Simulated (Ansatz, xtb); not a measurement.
## Two structures of ClH4N2OSb

Structure I: `N[NH][Sb]([OH])[Cl]`, a singlet. Structure II: a singlet given by its coordinates. Both are isolated molecules in the gas phase, relaxed with PBE0-D3(BJ)/def2-SVP; the shapes shown needn't be the lowest conformers.

I (Å):

```xyz
9

Cl   -2.0632    0.2693    1.3438
N     0.9574   -1.0064    0.5795
N     1.2813    0.1874   -0.0642
O    -1.1749   -1.1987   -1.2894
Sb   -0.9210   -1.7356    0.6037
H    -1.7959   -0.4579   -1.3220
H     1.6051   -1.2385    1.3270
H     0.6969    0.9525    0.2845
H     1.0622    0.0782   -1.0538
```

II (Å):

```yaml
atoms:
  - { symbol: Cl, position_ang: [-1.6090, -1.7903, -3.7122] }
  - { symbol: N, position_ang: [0.4396, -0.1447, -1.1821] }
  - { symbol: N, position_ang: [-0.2019, -1.3038, -0.7375] }
  - { symbol: O, position_ang: [1.5803, -2.0554, -2.7827] }
  - { symbol: Sb, position_ang: [-0.0942, -2.8194, -2.1333] }
  - { symbol: H, position_ang: [-0.1864, 0.5056, -1.6603] }
  - { symbol: H, position_ang: [0.9028, 0.3323, -0.4107] }
  - { symbol: H, position_ang: [-1.1195, -1.1432, -0.3201] }
  - { symbol: H, position_ang: [1.5465, -1.1375, -2.4192] }
```

Close contacts (Å): Cl1–Sb5 2.42, N2–N3 1.40, N3–Sb5 2.06, O4–Sb5 1.95, N2–H6 1.02, N2–H7 1.02, N3–H8 1.02, O4–H9 0.99, Sb5–H9 2.37.

Estimate E(II) − E(I) at the level CCSD(T)/def2-SVP + ΔMP2/def2-TZVPP.

Too close to call at this level: CCSD(T)/def2-SVP + ΔMP2/def2-TZVPP gives E(II) − E(I) = −1.30 kcal/mol.

Level by level:

```csv
level,geometry,E(II) − E(I) (kcal/mol),departure from the last row (kcal/mol),"job, with rough time for the two"
GFN2-xTB,GFN2-xTB,−0.83,+0.46,"optimisation, 0.62 s"
HF/STO-3G,GFN2-xTB,−4.45,−3.15,"single point, 0.94 s"
r2SCAN-D4/def2-SVP,GFN2-xTB,+2.15,+3.45,"single point, 5.1 s"
PBE0-D3(BJ)/def2-SVP,PBE0-D3(BJ)/def2-SVP,−2.48,−1.19,"optimisation, 2.6 min"
HF/def2-SVP,PBE0-D3(BJ)/def2-SVP,−0.68,+0.61,part of the CCSD(T) run
MP2/def2-SVP,PBE0-D3(BJ)/def2-SVP,−2.41,−1.11,part of the CCSD(T) run
CCSD(T)/def2-SVP,PBE0-D3(BJ)/def2-SVP,−2.11,−0.82,single point
CCSD(T)/def2-SVP + ΔMP2/def2-TZVPP,PBE0-D3(BJ)/def2-SVP,−1.30,,"single point, 53 s"
```

r2SCAN-D4/def2-SVP puts the two in the other order. The largest departure from CCSD(T)/def2-SVP + ΔMP2/def2-TZVPP is that of r2SCAN-D4/def2-SVP, 3.45 kcal/mol. The last row adds to CCSD(T) the change of the MP2 difference between the two basis sets, here +0.82 kcal/mol.

With harmonic frequencies from PBE0-D3(BJ)/def2-SVP (ideal gas, rigid rotor, one conformer each, 298.15 K, 1 atm): the zero-point term adds +0.85 kcal/mol; ΔH is −0.97 and ΔG +0.12 kcal/mol.

The correlated steps freeze 12 core orbitals; the filled d shell of Sb is correlated, in a basis made for valence electrons. Atoms past krypton carry core potentials in the def2 sets, other sets are all-electron and non-relativistic, and no spin–orbit term is included. Run with Ansatz 0.2.0, xtb 6.7.1; the last row on 2 threads of Arm Neoverse V2 on a shared host.
